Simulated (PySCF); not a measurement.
Species: C8H15PS.
Geometry (PBE0-D3(BJ)/def2-SVP, Å), atoms numbered from 1 in this order:
```xyz
25
C8H15PS angstrom
C     -3.069    0.347   -0.002
C     -2.068   -0.593    0.696
C     -0.931    0.089   -0.099
P      0.645    0.447    0.792
C      1.641    1.176   -0.603
C      3.129    1.202   -0.281
S      3.890   -0.445   -0.204
C      2.894   -1.194    1.117
C      1.405   -1.252    0.804
C     -1.892    1.271   -0.365
H     -3.885    0.769    0.606
H     -3.510   -0.119   -0.896
H     -1.988   -0.375    1.773
H     -2.197   -1.678    0.569
H     -0.723   -0.462   -1.033
H      1.276    2.205   -0.763
H      1.470    0.609   -1.535
H      3.691    1.727   -1.069
H      3.320    1.737    0.664
H      3.078   -0.653    2.062
H      3.311   -2.206    1.239
H      0.884   -1.841    1.578
H      1.246   -1.757   -0.165
H     -1.874    1.725   -1.367
H     -1.756    2.071    0.382
```

Level: PBE0/pcSseg-1 in PySCF, non-relativistic, on one gas-phase PBE0-D3(BJ)/def2-SVP geometry that isn't relaxed in the solvent. The solvent is an IEF-PCM continuum (van der Waals radii × 1.2). The model holds no explicit solvent molecules, cavitation or dispersion.

```
run  E − E(gas) (kcal/mol)  HOMO (eV)  HOMO–LUMO gap (eV)  dipole (D)
gas                   0.00      -6.35                7.20        1.64
  P                  -2.13      -6.39                7.32        1.85
  Q                  -4.09      -6.45                7.41        2.05
```

**Question.** The runs were made in benzene and dichloromethane. Which run belongs to which solvent?

**Answer.** P = benzene, Q = dichloromethane. The dielectric constants are 2.271 (benzene), 8.93 (dichloromethane), and the energy falls further as ε rises. In this model the ground state sees the solvent through ε alone.

**Question.** How constant is the ratio of the lowering to (ε − 1)/(2ε + 1)?

**Answer.** 
```tsv
solvent	(ε − 1)/(2ε + 1)	E − E(gas) (kcal/mol)	ratio (kcal/mol)	polarisation term (kcal/mol)
benzene	0.229	-2.13	-9.3	-2.27
dichloromethane	0.420	-4.09	-9.7	-4.62
```

The ratio changes by +4.7 % in size from benzene to dichloromethane. The polarisation term is half the interaction of the solute with the induced surface charges.
